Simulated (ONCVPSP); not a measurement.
**Before and after: ONCV potential for krypton (Kr)**

ONCVPSP 4.0.1 input, shortened (lines: element, Z, core and valence counts, functional; n l f; lmax; l rc ep ncon nbas qcut; lloc lpopt rc5 dvloc0; l nproj debl; icmod fcfact rcfact), BLYP, scalar-relativistic:

```
  Kr 36.00    5    3  -106131      upf
    1    0    2.00
    2    0    2.00
    2    1    6.00
    3    0    2.00
    3    1    6.00
    3    2   10.00
    4    0    2.00
    4    1    5.50
    2
    0    1.20    0.00    4    7    4.80
    1    1.50    0.00    5    9    6.20
    2    0.50    0.00    4    8   21.80
    4    3    0.40    0.00
    0    2    3.40
    1    1    2.40
    2    2    3.30
    0    0.00    0.00
```

Change: s: qcut 5.9; p: qcut 7.6; d: qcut 26.8.

Cutoffs: the cutoffs (Ha) at which the residual kinetic energy of the hardest occupied pseudo-wave falls to 1 and 0.1 mHa per electron; they do not see the model core or the augmentation charge, which bear on the density cutoff. Errors are all-electron minus pseudo energies relative to the spin-unpolarised reference configuration.

Predict the effect on cutoff, ghosts and configuration errors.

The potential gets softer (818 Ha and 984 Ha → 322 Ha and 426 Ha); both files keep a bound ghost (p, s); the errors of the 4 common tests hardly move.

| quantity | base | changed |
| --- | --- | --- |
| cutoff, loose | 818 Ha | 322 Ha |
| cutoff, tight | 984 Ha | 426 Ha |
| loose cutoff by channel | s 24 Ha, p 15 Ha, d 818 Ha | s 24 Ha, p 16 Ha, d 322 Ha |
| bound ghosts | s, p | s, p |
| GHOST(+) flags under 300 eV | s at 222.5 eV | none |
| error for 3d10 4s2 4p6, meV [ΔE -5.78 eV] | +1.9 | +1.9 |
| error for 3d10 4s2 4p5, meV [ΔE 8.35 eV] | -0.7 | -0.7 |
| error for 3d10 4s2 4p4, meV [ΔE 33.36 eV] | +5.3 | +5.1 |
| error for 3d10 4s2 4p2, meV [ΔE 120.01 eV] | +78 | +77 |
| s: phases at 1.22 bohr within 0.05 rad from the reference energy up to (Ha; the scan ends near 5) | to the end of the scan | to the end of the scan |
| p: phases at 1.52 bohr within 0.05 rad from the reference energy up to (Ha; the scan ends near 5) | 3.3 | 3.3 |
| d: phases at 0.51 bohr within 0.05 rad from the reference energy up to (Ha; the scan ends near 5) | to the end of the scan | to the end of the scan |

 A true bound ghost makes a file unfit for plane-wave use even where its test errors are small: the radial tests pick states by their node count and pass the ghost by.
